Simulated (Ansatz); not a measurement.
A made-up structure of ZnSiH3, doublet:

```json
{"atom": "Si1", "x (Å)": "-0.1085", "y (Å)": "0.0539", "z (Å)": "-0.0404"}
{"atom": "Zn2", "x (Å)": "1.3910", "y (Å)": "-0.6949", "z (Å)": "0.5068"}
{"atom": "H3", "x (Å)": "-1.0226", "y (Å)": "0.0192", "z (Å)": "1.2118"}
{"atom": "H4", "x (Å)": "-0.5810", "y (Å)": "-0.8561", "z (Å)": "-1.2016"}
{"atom": "H5", "x (Å)": "0.3211", "y (Å)": "1.4779", "z (Å)": "-0.4766"}
```

It is relaxed with PBE-D4/def2-SVP and then PBE0-D4/def2-TZVP (Ansatz 0.2.0). Atoms count as bonded within 1.22 times the sum of their covalent radii (H–H: 0.88 Å). The end point is not checked to be a true minimum.

**Question.** Does its bonding change? (Judge from chemistry; the calculation decides.)

**Answer.** Computed: No: no bond forms or breaks.

Where it ends: The first stage lowers the energy by 3.78 eV in 8 steps. It ends as ZnSiH₃ ([SiH3][Zn]):
Si1  (-0.155, 0.077, -0.056)
Zn2  (1.981, -0.990, 0.722)
H3  (-1.160, 0.124, 1.044)
H4  (-0.751, -0.686, -1.190)
H5  (0.084, 1.475, -0.519)
(Å)

Labels in which every atom is bracketed show which atoms are joined, not bond orders.

For scale, one of the runs: PBE0-D4/def2-TZVP relaxation, 103 basis functions, launched by `ansatz run in.yaml --threads 2 --pin off --events-out ev --progress --plain --max-ram 4352MiB`. Hardware: 2 CPU threads of an AMD EPYC 9R45, shared host. Wall time about 4.1 s.
